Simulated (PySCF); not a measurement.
Cl3ITi, multiplicity 1. Atoms are numbered in the order given.

```xyz
5

Ti     0.0000     0.0000    -0.7875
Cl     1.7743     1.0244    -1.4920
Cl    -1.7743     1.0244    -1.4920
Cl     0.0000    -2.0488    -1.4920
I      0.0000     0.0000     1.7626
```
Charge 0, spin multiplicity 1.

Coordinates come from a B3LYP-D3(BJ)/def2-SVP optimisation. The multiplicity is an assumed one; no other spin state was optimised. The structure was generated by enumeration; whether it is a known compound was not checked. The def2 effective core potentials stand for the cores of I; spin–orbit coupling is left out.

Calculation: PBE/def2-TZVP (PySCF).

ESP charges are fitted to the potential on shells at 1.4 to 2.0 van der Waals radii. Atomic charges (e):

| atom | Löwdin | ESP fit | Mulliken |
|---|---|---|---|
| Ti1 | -1.00 | 0.06 | 0.85 |
| Cl2 | 0.23 | -0.03 | -0.24 |
| Cl3 | 0.23 | -0.03 | -0.24 |
| Cl4 | 0.23 | -0.03 | -0.24 |
| I5 | 0.30 | 0.02 | -0.13 |
